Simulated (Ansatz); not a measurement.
Ansatz (a first-principles code) input (CCSD(T)/cc-pVTZ):

Ansatz 0.2 input:
```yaml
crystal:
  periodic: [false, false, false]
  atoms:
    - {symbol: Si, position_ang: [0.12759042, -0.02251275, -0.08766497]}
    - {symbol: F, position_ang: [0.35522030, -0.78414347, 1.35497197]}
    - {symbol: N, position_ang: [1.47561772, -0.22154179, -0.99559541]}
    - {symbol: N, position_ang: [-0.35561418, 1.63419892, 0.29063995]}
    - {symbol: N, position_ang: [-1.47845352, -0.68158442, -0.50278211]}
    - {symbol: H, position_ang: [1.42903357, 0.11842324, -1.95042284]}
    - {symbol: H, position_ang: [0.42887649, 2.25229716, 0.44389290]}
    - {symbol: H, position_ang: [-1.02782743, 1.74635092, 1.04001957]}
    - {symbol: H, position_ang: [-1.42852723, -1.66445697, -0.74671523]}
    - {symbol: H, position_ang: [-1.87565425, -0.19765360, -1.30004933]}
basis:
  gaussian:
    orbitals: cc-pVTZ
total_charge: -1
magnetization: {spin_polarized: false}
correlation: {method: ccsd_t, electrons: outside_noble_gas}
```

Output:

```
Functional definition: HF
integrals: 1.14 GiB planned
1311 factors; integrals over basis functions are off by at most 8.9e-4 eV
mean field: 1.06 GiB planned
mean field evaluation 1: about -15094.7166 eV, gradient 4.5e1 eV
mean field evaluation 2: about -15094.9183 eV, gradient 4.5e1 eV
mean field evaluation 4: about -15099.1117 eV, gradient 4.1e0 eV
mean field evaluation 8: about -15099.1759 eV, gradient 3.3e-1 eV
mean field evaluation 16: about -15094.7153 eV, gradient 4.5e1 eV
mean field -15099.17654880 eV, -554.8845035789 hartree, gradient 4.0e-6 eV, S^2 0.000000; 0 other end points of the search recorded, 0 dependent functions left out
9 core orbitals not correlated
reference -15099.17654880 eV, -554.8845035789 hartree; 16, 16 occupied and 199, 199 virtual orbitals, 1311 factors
second order -28.02382937 eV of doubles, -0.00000000 eV of singles
coupled cluster: 3.78 GiB planned
cycle   1  -27.87817719 eV  change    1.5e-1 eV  update   1.0e-1
cycle   2  -28.44362756 eV  change   -5.7e-1 eV  update   2.9e-2
cycle   3  -28.57663255 eV  change   -1.3e-1 eV  update   1.5e-2
cycle   4  -28.56181255 eV  change    1.5e-2 eV  update   3.5e-3
cycle   5  -28.55995355 eV  change    1.9e-3 eV  update   1.8e-3
cycle   6  -28.56092827 eV  change   -9.7e-4 eV  update   6.1e-4
cycle   7  -28.56075014 eV  change    1.8e-4 eV  update   2.7e-4
cycle   8  -28.56058811 eV  change    1.6e-4 eV  update   9.3e-5
cycle   9  -28.56059826 eV  change   -1.0e-5 eV  update   3.4e-5
perturbative correction -1.07898501 eV, -0.0396519678 hartree
Total energy: -15128.81613207 eV, -555.9737381739 hartree
```

It need not be the lowest isomer of its formula. Whether it binds its extra electron was not tested at this geometry.
